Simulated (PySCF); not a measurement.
1,3-dibromopropa-1,2-diene (C3H2Br2), SMILES BrC=C=CBr.

Coordinates come from a B3LYP-D3(BJ)/def2-SVP optimisation.

Calculation: PBE/def2-TZVP (PySCF).

Isolated molecule, no solvent.

```yaml
total_energy: -5262.88916 hartree
point_group: C2
highest_occupied_level: -6.51 eV
lowest_empty_level: -2.40 eV
orbital_gap: 4.11 eV
dipole_moment: 1.24 D
quadrupole, principal values (traceless, Buckingham form, about the centre of nuclear charge): -4.24, 1.77, 2.48 D·Å
mean_static_polarisability: 85.6 bohr³ (12.69 Å³)
polarisability_principal_values: 54.8, 59.9, 142.2 bohr³
```
